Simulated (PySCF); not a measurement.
Input file for PySCF: D3(BJ) and D4 dispersion corrections on H4IN (a complex), monomers drawn apart or pushed together.

```python
from pyscf import gto
from pyscf.dispersion import dftd3, dftd4

mol = gto.M(
    atom='''
    N    -0.08030723   -0.08380489    0.51713559
    H     0.15046936   -0.96815748    0.07880177
    H    -1.00252691    0.20491527    0.21117785
    H     0.59612786    0.61363946    0.22823427
    I    -0.03430709   -0.39689609    3.69735765
    H    -0.05904535   -0.22815729    1.98334747
    ''',
    basis='def2-svp',
    charge=0, spin=0, verbose=0, max_memory=1800)
d3, d4 = {}, {}
for xc in ['hf', 'pbe', 'blyp', 'revpbe', 'tpss', 'r2scan', 'b3lyp', 'pbe0', 'bhlyp', 'camb3lyp', 'b2plyp']:
    d3[xc] = float(dftd3.DFTD3Dispersion(mol, xc=xc, version='d3bj', atm=False).get_dispersion()['energy'])
    print(f'D3(BJ) {xc:10s} {d3[xc]:14.8f} Eh')
for xc in ['hf', 'pbe', 'blyp', 'revpbe', 'tpss', 'r2scan', 'b3lyp', 'pbe0', 'bhlyp', 'camb3lyp', 'b2plyp']:
    d4[xc] = float(dftd4.DFTD4Dispersion(mol, xc={'camb3lyp': 'cam-b3lyp'}.get(xc, xc), atm=True).get_dispersion()['energy'])
    print(f'D4     {xc:10s} {d4[xc]:14.8f} Eh')
```

The log:

```
D3(BJ) hf            -0.02258423 Eh
D3(BJ) pbe           -0.00295577 Eh
D3(BJ) blyp          -0.00631155 Eh
D3(BJ) revpbe        -0.00753199 Eh
D3(BJ) tpss          -0.00378333 Eh
D3(BJ) r2scan        -0.00083873 Eh
D3(BJ) b3lyp         -0.00514595 Eh
D3(BJ) pbe0          -0.00259975 Eh
D3(BJ) bhlyp         -0.00397069 Eh
D3(BJ) camb3lyp      -0.00242165 Eh
D3(BJ) b2plyp        -0.00240694 Eh
D4     hf            -0.00804814 Eh
D4     pbe           -0.00237321 Eh
D4     blyp          -0.00521031 Eh
D4     revpbe        -0.00723303 Eh
D4     tpss          -0.00322997 Eh
D4     r2scan        -0.00057677 Eh
D4     b3lyp         -0.00385277 Eh
D4     pbe0          -0.00203120 Eh
D4     bhlyp         -0.00297576 Eh
D4     camb3lyp      -0.00208336 Eh
D4     b2plyp        -0.00168393 Eh
```

The run finished.

Cost: about 0.020 core-seconds (a rough figure).
